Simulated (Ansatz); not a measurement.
Born–Oppenheimer molecular dynamics of Cl3HSi (5 atoms, charge 0, multiplicity 1). It starts at the highest image of a converged band. Of that band: Neighbouring images differ by up to 1.3 eV, so the band resolves the path poorly. A vibrational analysis at the climbing image gives one clearly imaginary mode, 742i cm⁻¹: a first-order saddle point.

Method: RKS PBE/def2-SVP (Ansatz).

| Item | Value |
| --- | --- |
| ensemble | NVE (velocity Verlet) |
| time step | 0.5 fs |
| steps asked | 200 |
| starting velocities drawn for | 300 K |
| seed | 2489 |

First frame:

```xyz
5
Properties=species:S:1:pos:R:3
Si -0.414 0.000 0.364
H 0.845 0.000 1.417
Cl 2.144 0.000 0.457
Cl -0.827 1.677 -0.793
Cl -0.827 -1.677 -0.793
```

How far do the bonds stretch over the last three quarters of this one trajectory? (Pairs bonded in most of those frames.)


```json
{"bond": "Si1–Cl4", "mean (Å)": "2.117", "spread (Å)": "0.024", "shortest": "2.08", "longest": "2.15"}
{"bond": "Si1–Cl5", "mean (Å)": "2.125", "spread (Å)": "0.035", "shortest": "2.07", "longest": "2.17"}
{"bond": "H2–Cl3", "mean (Å)": "1.307", "spread (Å)": "0.024", "shortest": "1.27", "longest": "1.34"}
```

Mean temperature of the second half: 974 K. The conserved energy stayed within 0.047 meV per atom of its start (net change -0.015 meV per atom), so the integration is sound. The kinetic energy rose, since the run started high on the potential surface and went downhill. It ends in pieces (Cl2Si + ClH), so much of that is their flight and rotation, not heat. A run of 0.1 ps of so small a system gives no equilibrium averages. The orbitals stay closed-shell, which can raise the energy where a bond breaks towards radicals; this wasn't checked here.

Run time: 10 min on 1 thread of Intel(R) Xeon(R) Platinum 8259CL CPU @ 2.50GHz (Skylake/Cascade Lake), with other jobs on the host, peak memory 0.14 GiB.
